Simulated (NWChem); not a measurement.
Species: PbNH₂Br, singlet; SMILES [NH2][Pb][Br]

```xyz
5

Pb     0.2194     0.7129     0.0000
Br     0.0029    -1.9320     0.0000
N     -1.8838     1.0037     0.0000
H     -2.5441     0.2306     0.0000
H     -2.3598     1.9015     0.0000
```
Atoms are numbered in this order, from 1.

Results from NWChem. Low-valent species are run as closed-shell singlets; no triplet was tried in these runs. Coordinates come from a PBE0/def2-SVP optimisation. Not confirmed as a minimum by frequencies. def2 effective core potentials on Pb; no spin-orbit coupling. Ions are spin-unrestricted doublets at the neutral geometry; other ion states weren't tried.

### Question
Predict the results for PBE/def2-SVP. Quantities: vertical ionisation energy, ΔSCF (eV); −ε(HOMO) (eV).

### Answer
```
Quantity                               Value
-------------------------------------  -----
vertical ionisation energy, ΔSCF (eV)   8.71
−ε(HOMO) (eV)                           5.73
```
